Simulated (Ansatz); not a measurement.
Ideal-gas functions of `OC1=N[SiH]1O` at 400 K and 1 bar, from an Ansatz frequency run at PBE0-D4/def2-TZVP.

Molar mass 89.13 g/mol, point group C1 (symmetry number 1), electronic degeneracy 1, moments of inertia 41.471, 196.672, 209.826 u Å². Harmonic wavenumbers (cm⁻¹, unscaled): 178, 262, 344, 385, 428, 623, 654, 687, 769, 808, 899, 974, 1193, 1430, 1627, 2316, 3684, 3909.

Use S(trans) = R[1.5 ln M + 2.5 ln T − 1.1517]; rotational temperatures θ = 24.2544 K / I; S(rot) = R[ln(√π/σ · √(T³/θAθBθC)) + 1.5]; for each mode x = 1.438777 ν̃/T, S = R[x/(eˣ − 1) − ln(1 − e⁻ˣ)] and H = RT x/(eˣ − 1); 1 cm⁻¹ = 0.0119627 kJ/mol; R = 8.31446 J/(mol·K).

**Question.** By hand: the entropy, in J/(mol·K).

**Answer.** Translation 171.0. Rotation: θ = 0.5849, 0.1233, 0.1156 K, giving 111.9. Vibration, mode by mode: 12.16, 9.11, 7.05, 6.24, 5.50, 3.15, 2.89, 2.63, 2.08, 1.87, 1.44, 1.16, 0.61, 0.30, 0.16, 0.02, 0.00, 0.00, in all 56.4. Electronic 0.0. Sum 339.3 J/(mol·K).

**Question.** By hand: H − E and G − E in kJ/mol, counted from the electronic energy.

**Answer.** Zero-point energy ½ × 21170 × 0.0119627 = 126.6; thermal vibration 13.8; translation, rotation and pV give 4 RT = 13.3. H − E = 153.7 kJ/mol, and G − E = 153.7 − 400 × 339.3/1000 = 18.0 kJ/mol.

Vibration gives 17 % of the entropy. The sum counts one conformer and one mirror image; others add a mixing term.
